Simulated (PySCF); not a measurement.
C4H6AlBr.
Structure used (PBE0-D3(BJ)/def2-SVP), in Å, numbered top down from 1:
```
atom  x, y, z in Å
Br1    3.1103   -1.9120   -0.5401
Al2    1.2118   -0.7444   -0.2043
C3     0.9392    1.1365    0.2482
C4    -0.5708    1.1284    0.2682
C5    -1.2934    0.0171    0.0251
C6    -0.6544   -1.3162   -0.2837
H7     1.3364    1.8582   -0.4878
H8     1.3622    1.4498    1.2196
H9    -1.1010    2.0641    0.4876
H10   -2.3885    0.0845    0.0539
H11   -0.9873   -1.7185   -1.2569
H12   -0.9328   -2.0851    0.4595
```

Jobs on this species (12 atoms, 78 electrons) with PySCF (density fitting). Hardware of each: one thread of an Arm Neoverse V1 (shared host). Other jobs ran on the host; a repeat could differ by tens of per cent or more. Peak memory is the resident size of the whole Python process, interpreter and libraries included.

Problem. Rank these jobs by wall time, shortest first.
A. PBE0-D3(BJ)/def2-SVP, grid level 1; geometry optimisation from a GFN2-xTB start shaken at random; 136 basis functions
B. delta-SCF UKS SCAN, pcX-2 on the ionised atom, pcseg-1 elsewhere, spin-free X2C; ΔSCF core ionisation, 4 holes; 173 basis functions
C. delta-SCF UKS PBE, pcX-2 on the ionised atom, pcseg-1 elsewhere, spin-free X2C; ΔSCF core ionisation, 4 holes; 173 basis functions

Solution. C (21 s), B (35 s), A (2.9 min).

All jobs:

| level and settings | work | basis functions | SCF cycles | wall time | peak memory |
| --- | --- | --- | --- | --- | --- |
| delta-SCF UKS PBE, pcX-2 on the ionised atom, pcseg-1 elsewhere, spin-free X2C | ΔSCF core ionisation, 4 holes | 173 | 64 | 21 s | 0.59 GiB |
| delta-SCF UKS SCAN, pcX-1 on the ionised atom, pcseg-1 elsewhere, spin-free X2C | ΔSCF core ionisation, 4 holes | 153 | 67 | 29 s | 0.44 GiB |
| delta-SCF UKS SCAN, def2-TZVP on the ionised atom, pcseg-1 elsewhere, spin-free X2C | ΔSCF core ionisation, 4 holes | 150 | 64 | 32 s | 0.46 GiB |
| delta-SCF UKS SCAN, pcX-2 on the ionised atom, pcseg-1 elsewhere, spin-free X2C | ΔSCF core ionisation, 4 holes | 173 | 70 | 35 s | 0.59 GiB |
| delta-SCF UKS SCAN, pcX-2 on the ionised atom, pcseg-1 elsewhere, non-relativistic | ΔSCF core ionisation, 4 holes | 173 | 70 | 35 s | 0.56 GiB |
| delta-SCF UKS HF, pcX-2 on the ionised atom, pcseg-1 elsewhere, spin-free X2C | ΔSCF core ionisation, 4 holes | 173 | 59 | 37 s | 0.65 GiB |
| delta-SCF UKS PBE0, pcX-2 on the ionised atom, pcseg-1 elsewhere, spin-free X2C | ΔSCF core ionisation, 4 holes | 173 | 56 | 48 s | 0.68 GiB |
| delta-SCF UKS B3LYP, pcX-2 on the ionised atom, pcseg-1 elsewhere, spin-free X2C | ΔSCF core ionisation, 4 holes | 173 | 58 | 51 s | 0.68 GiB |
| PBE0-D3(BJ)/def2-SVP, grid level 1 | geometry optimisation from a GFN2-xTB start shaken at random | 136 | 124 | 2.9 min | 0.53 GiB |

Problem. What do all jobs in the table cost together?

Solution. About 7.7 min; the longest takes about 38 % of that, and about 8.3 times as long as the shortest.
